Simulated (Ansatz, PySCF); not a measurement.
Zn(Me)(OH) (CH₄OZn), SMILES [Zn]([OH])[CH3]. Atoms are numbered in the order given.

```xyz
7

Zn     0.1335    -0.1515    -0.1867
C     -0.0476     1.5593    -1.0394
H     -0.8040     2.1632    -0.5341
H     -0.3485     1.4371    -2.0819
H      0.8981     2.1043    -1.0156
O      0.3582    -1.7777     0.5015
H      0.0193    -1.9254     1.3851
```
Charge 0, spin multiplicity 1.

Geometry optimised at PBE0-D3(BJ)/def2-TZVP. The isomer is the one that the SMILES or the coordinates give; other isomers of the formula were not compared. The values are those of a single conformer.

Two levels are set side by side: PBE-D3(BJ)/def2-TZVP (Ansatz, a quantum-chemistry and plane-wave program) and PBE0-D3(BJ)/def2-TZVP (Ansatz). Each level has its own optimised geometry; the coordinates shown are those of the second. Frequencies come from the Hessian of PySCF at each geometry. Differences are taken from unrounded values.

```json
[
 {"quantity": "mean bond length (Å)", "PBE0-D3(BJ)": "1.322", "PBE-D3(BJ)": "1.331", "PBE-D3(BJ) minus PBE0-D3(BJ)": "0.009"},
 {"quantity": "bond Zn1–C2 (Å)", "PBE0-D3(BJ)": "1.920", "PBE-D3(BJ)": "1.924", "PBE-D3(BJ) minus PBE0-D3(BJ)": "0.004"},
 {"quantity": "bond Zn1–O6 (Å)", "PBE0-D3(BJ)": "1.780", "PBE-D3(BJ)": "1.795", "PBE-D3(BJ) minus PBE0-D3(BJ)": "0.015"},
 {"quantity": "bond C2–H3 (Å)", "PBE0-D3(BJ)": "1.092", "PBE-D3(BJ)": "1.099", "PBE-D3(BJ) minus PBE0-D3(BJ)": "0.007"},
 {"quantity": "bond C2–H4 (Å)", "PBE0-D3(BJ)": "1.092", "PBE-D3(BJ)": "1.099", "PBE-D3(BJ) minus PBE0-D3(BJ)": "0.007"},
 {"quantity": "bond C2–H5 (Å)", "PBE0-D3(BJ)": "1.092", "PBE-D3(BJ)": "1.098", "PBE-D3(BJ) minus PBE0-D3(BJ)": "0.007"},
 {"quantity": "bond O6–H7 (Å)", "PBE0-D3(BJ)": "0.958", "PBE-D3(BJ)": "0.970", "PBE-D3(BJ) minus PBE0-D3(BJ)": "0.013"},
 {"quantity": "highest harmonic wavenumber (cm⁻¹)", "PBE0-D3(BJ)": "3920", "PBE-D3(BJ)": "3744", "PBE-D3(BJ) minus PBE0-D3(BJ)": "-177"},
 {"quantity": "mean harmonic wavenumber (cm⁻¹)", "PBE0-D3(BJ)": "1404", "PBE-D3(BJ)": "1366", "PBE-D3(BJ) minus PBE0-D3(BJ)": "-39"},
 {"quantity": "zero-point energy (kcal/mol)", "PBE0-D3(BJ)": "30.11", "PBE-D3(BJ)": "29.29", "PBE-D3(BJ) minus PBE0-D3(BJ)": "-0.83"}
]
```

Exact exchange shortens and stiffens bonds; PBE has none. Differences between two approximate levels are no errors against the true value.
